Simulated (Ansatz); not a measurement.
`CCCC(O)CO`, relaxed with RKS PBE0-D4/def2-TZVP in Ansatz from a PBE-D4/def2-SVP geometry. The force threshold is 0.005 eV/Å; the program also tests the step.

The species carries charge 0 and has multiplicity 1.

Start:

```xyz
19

C     2.193   -1.559    0.537
C     0.711   -1.202    0.421
C     0.462    0.308    0.385
C    -1.010    0.706    0.291
O    -1.071    2.121    0.539
C    -1.629    0.451   -1.092
O    -1.005    1.254   -2.068
H     2.771   -1.157   -0.321
H     2.638   -1.134    1.461
H     2.351   -2.657    0.563
H     0.150   -1.648    1.273
H     0.291   -1.674   -0.495
H     0.995    0.761   -0.479
H     0.877    0.784    1.300
H    -1.591    0.144    1.065
H    -2.013    2.355    0.645
H    -2.734    0.649   -1.026
H    -1.521   -0.615   -1.391
H    -0.867    2.111   -1.609
```

(1) How much energy does the relaxation release, and in how many steps? (An estimate is asked.)

(2) Which bonds change most? (An estimate is asked.)

(3) Give the relaxed structure. (Estimate.)

## Answers

(1) The calculation gave: 0.09 eV, in 11 steps.

(2) The calculation gave: C6–H17 from 1.124 to 1.103 Å; C6–H18 from 1.112 to 1.093 Å; C4–H15 from 1.119 to 1.101 Å; C2–H12 from 1.113 to 1.094 Å.

(3) The calculation gave: 
```xyz
19

C     2.165   -1.531    0.539
C     0.708   -1.166    0.310
C     0.468    0.331    0.415
C    -0.991    0.732    0.325
O    -1.034    2.145    0.516
C    -1.644    0.398   -1.006
O    -1.003    1.039   -2.080
H     2.812   -1.037   -0.191
H     2.497   -1.223    1.534
H     2.327   -2.608    0.452
H     0.079   -1.692    1.038
H     0.400   -1.522   -0.678
H     1.023    0.851   -0.372
H     0.853    0.703    1.370
H    -1.553    0.225    1.123
H    -1.949    2.405    0.654
H    -2.708    0.683   -0.957
H    -1.608   -0.677   -1.196
H    -0.839    1.945   -1.795
```
